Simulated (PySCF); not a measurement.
## Radial density of As (arsenic, neutral)

r2SCAN0, [Ar] 3d10 4s2 4p3, high-spin 4S determinant. All numbers are calculated (PySCF 2.14, the non-relativistic Hamiltonian (point nucleus), in dyall-av2z).

| r (bohr) | 4πr²ρ (e/bohr) | 4πr²(ρα − ρβ) |
| --- | --- | --- |
| 0.000725 | 0.1554 | 0.0000 |
| 0.00122 | 0.4260 | 0.0000 |
| 0.00205 | 1.141 | 0.0000 |
| 0.00345 | 2.944 | 0.0000 |
| 0.00580 | 7.128 | -0.0001 |
| 0.00976 | 15.55 | -0.0001 |
| 0.0164 | 28.47 | 0.0007 |
| 0.0276 | 39.30 | 0.0059 |
| 0.0464 | 37.06 | 0.0270 |
| 0.0781 | 33.58 | 0.0732 |
| 0.131 | 46.56 | 0.0724 |
| 0.221 | 34.53 | -0.0191 |
| 0.372 | 26.49 | 0.1526 |
| 0.625 | 26.84 | 0.0599 |
| 1.05 | 7.340 | 0.2582 |
| 1.77 | 2.986 | 1.3628 |
| 2.98 | 1.154 | 0.8155 |
| 5.01 | 0.1186 | 0.1077 |
| 8.42 | 0.0003315 | 0.0003 |

Q: Where is the radial spin density 4πr²(ρα − ρβ) most negative, and why is it negative at all?

A: Around r = 0.221 bohr, down to -0.0191 e/bohr: exchange with the open shell polarises the paired shells in an unrestricted calculation.
